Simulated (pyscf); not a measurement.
Optimised with ωB97X-D3(BJ)/def2-SVP in PySCF. Correlated levels are frozen-core, on RHF or UHF. ΔMP2 is the change of the MP2 total energy from the triple- to the quadruple-zeta basis. Singlets are restricted, triplets unrestricted.

Singlet (Å):
```xyz
6

C      0.4092    -0.0536     0.1294
Si    -1.0438     0.7619    -0.7884
H      1.0065     0.7199     0.6475
H      1.0971    -0.5219    -0.5993
H      0.0989    -0.8127     0.8630
H     -0.1557     1.6786    -1.6364
```

Triplet (Å):
```xyz
6

C     -0.1595     0.3718    -0.4614
Si     1.4546    -0.2492     0.3140
H     -0.3944     1.3889    -0.1085
H     -0.9955    -0.3002    -0.2089
H     -0.0632     0.4026    -1.5574
H      1.5389    -0.3720     1.8031
```

**Question.** For these two minima of H₃C–SiH: (SMILES C[SiH]), which spin state lies lower at CCSD(T)/def2-TZVPP + ΔMP2(QZVPP), and by how much (electronic energies)?

**Answer.** The singlet, by 23.7 kcal/mol. Zero-point energy shifts E(triplet) − E(singlet) by +0.4 kcal/mol. Other isomers of H₃C–SiH: [singlet] were not searched in full and may lie lower. 

E(triplet) − E(singlet) by level (kcal/mol):

```tsv
level	gap
ωB97X-D3(BJ)/def2-TZVP	+24.5
PBE/def2-TZVP	+19.0
r²SCAN/def2-TZVP	+14.0
B3LYP-D3(BJ)/def2-TZVP	+23.1
PBE0-D3(BJ)/def2-TZVP	+17.8
M06-2X/def2-TZVP	+21.8
ωB97M-D3(BJ)/def2-TZVP	+27.6
HF/def2-TZVP	+6.4
MP2/def2-QZVPP	+20.4
CCSD/def2-TZVPP	+22.2
CCSD(T)/def2-TZVPP	+22.8
CCSD(T)/def2-TZVPP + ΔMP2(QZVPP)	+23.7
```

The triplet is the lowest one reached from the SCF start used. The CCSD(T) − MP2 part came from Ansatz, without density fitting, on the same reference.
